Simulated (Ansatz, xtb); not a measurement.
## Ranking isomers of C4H5BOS

6 gas-phase structures of C4H5BOS, from a drawn sample of its isomers (lower ones may exist). Each was relaxed with GFN2-xTB:

A. `Bc1ccc(O)s1`, a singlet
B. `Bc1cc(O)cs1`, a singlet
C. `Bc1csc(O)c1`, a singlet
D. `Bc1cscc1O`, a singlet
E. `Bc1sccc1O`, a singlet
F. `Bc1ccsc1O`, a singlet

Problem. Make a reasoned guess at their ranking by r2SCAN-D4/def2-SVP single-point energy.

Solution. Calculated order at r2SCAN-D4/def2-SVP: E (0.0), A (1.4), F (2.4), B (2.8), D (6.1), C (10.0) kcal/mol. Less than 1 kcal/mol parts F and B, so the order within that pair means little.

Energies above the lowest of each column, in kcal/mol; the last columns are at PBE-D3(BJ)/def2-SVP geometries:

```csv
structure,GFN2-xTB,HF/STO-3G,r2SCAN-D4/def2-SVP,PBE-D3(BJ)/def2-SVP,CCSD(T)/def2-SVP + ΔMP2/def2-TZVPP
E,0.4,2.1,0.0,0.0,0.0
A,0.0,4.0,1.4,1.1,2.0
F,0.5,0.0,2.4,1.1,2.7
B,1.2,5.8,2.8,2.5,1.7
D,3.2,5.9,6.1,5.9,4.6
C,4.0,8.8,10.0,9.5,8.4
```

CCSD(T)/def2-SVP + ΔMP2/def2-TZVPP puts E lowest; GFN2-xTB picks A, HF/STO-3G picks F. CCSD(T)/def2-SVP + ΔMP2/def2-TZVPP orders those it was run on as E (0.0), B (1.7), A (2.0), F (2.7), D (4.6), C (8.4) kcal/mol. Less than 1 kcal/mol parts B and A; A and F, so the order within those pairs means little. Flexible structures stand in one conformer each, not always the lowest. ΔMP2 is the change of the MP2 energy from the smaller to the larger basis.

Over these structures GFN2-xTB departs from r2SCAN-D4/def2-SVP by 1.5 kcal/mol on average once a common shift is removed. A GFN2-xTB relaxation took about 0.29 s and the r2SCAN-D4/def2-SVP energy about 8.6 s on a shared host (Ansatz 0.2.0, xtb 6.7.1).
